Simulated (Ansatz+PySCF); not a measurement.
sextet FeF: levels of theory in one basis

```xyz
2

Fe    0.0000    0.0000    0.0000
F     0.0000    0.0000    1.8512
```

Basis set: def2-SVP (spherical functions). Correlated methods keep 6 orbitals frozen. Correlation on ROHF uses semicanonical orbitals with singles. Charge 0, multiplicity 6.

Computed with Ansatz (development build ahead of 0.2.0); each method stands on the lowest determinant of its kind that the runs found.

| method | E − E(ROHF) (eV) | <S²> of the determinant |
| --- | --- | --- |
| ROHF | 0.00 | 8.75 |
| UHF | -0.09 | 8.75 |
| ROHF-MP2 | -11.58 | – |
| UHF-MP2 | -11.59 | 8.75 |

Is a single determinant a sound starting point here?

By this sign, yes. Unrestricted orbitals gain 0.09 eV and <S²> is 8.75 against 8.75 for a pure state.

Caution: other spin multiplicities were not run.
